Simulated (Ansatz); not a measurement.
Start from `B1C=NC1` and change one atom or group to get `BB1C=NC1`.

Ansatz, PBE0-D4/def2-TZVP geometries, multiplicity 1. 

```tsv
property	`B1C=NC1`
HOMO energy (B3LYP/def2-TZVPP) / eV	-6.99
zero-point energy (PBE0-D4/def2-TZVP) / kJ/mol	156.6
LUMO energy (B3LYP/def2-TZVPP) / eV	-1.52
LUMO energy (PBE0/def2-TZVPP) / eV	-1.26
HOMO energy (ωB97M-V/def2-TZVPP) / eV	-9.49
size of the dipole moment (PBE/def2-TZVPP) / D	0.85
```

(1) Give the same properties after the change, and the shifts. (Best estimate.)

## Answers

(1) Computed: 
| property | `BB1C=NC1` | shift |
| --- | --- | --- |
| HOMO energy (B3LYP/def2-TZVPP) / eV | -6.76 | 0.23 |
| zero-point energy (PBE0-D4/def2-TZVP) / kJ/mol | 187.1 | 30.5 |
| LUMO energy (B3LYP/def2-TZVPP) / eV | -2.15 | -0.63 |
| LUMO energy (PBE0/def2-TZVPP) / eV | -1.93 | -0.67 |
| HOMO energy (ωB97M-V/def2-TZVPP) / eV | -9.24 | 0.25 |
| size of the dipole moment (PBE/def2-TZVPP) / D | 0.96 | 0.11 |

With PBE0 the HOMO rises by 0.24 eV and the LUMO falls by 0.67 eV, so the gap narrows by about 0.91 eV. PBE moves the HOMO by 0.22 eV and ωB97M-V by 0.25 eV. The zero-point energy changes by 30.5 kJ/mol with +6 modes. Dipoles are sizes alone; their direction can turn.

B3LYP here is the variant with VWN-RPA as its local correlation; programs differ in this.
